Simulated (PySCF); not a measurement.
## SnF₂ + SnCl₂ → 2 SnFCl

Level: PBE0 in the def2-TZVP basis family, computed in PySCF with density fitting; scalar-relativistic core potentials for atoms from Rb on, none lighter, no spin–orbit coupling; open shells unrestricted.

```
species                                      state and structure       E (Eh)  ZPE (kJ/mol)  H(298 K) − H(0) (kJ/mol)  S° (J/(mol K))
   SnF₂            singlet, C2v, Sn–F 1.932 Å (×2); F–Sn–F 95.9°   -413.98408           8.3                      12.3           282.1
  SnCl₂         singlet, C2v, Sn–Cl 2.363 Å (×2); Cl–Sn–Cl 98.6°  -1134.54929           4.9                      13.6           305.7
  SnFCl  singlet, Cs, Sn–Cl 2.360 Å, Sn–F 1.935 Å; Cl–Sn–F 96.9°   -774.26630           6.6                      12.9           299.8
```

Question: What is the electronic reaction energy?

Answer: At PBE0/def2-TZVP, ΔE = 2.0 kJ/mol from the differences of the total energies times 2625.5, uphill. Ligand scrambling is nearly thermoneutral, as expected when bond energies add up.

Question: Add zero-point, thermal and entropy terms for 298.15 K and 1 bar.

Answer: ΔZPE = 0.0 and Δ[H(298) − H(0)] = -0.1 kJ/mol give ΔH° = 1.9 kJ/mol. ΔS° = 11.8 J/(mol K), so ΔG° = 1.9 − 298.15 × (0.0118) = -2 kJ/mol and log₁₀K = 0.3.

Each species is the lowest minimum found with this bonding; other isomers or fragments can lie lower.
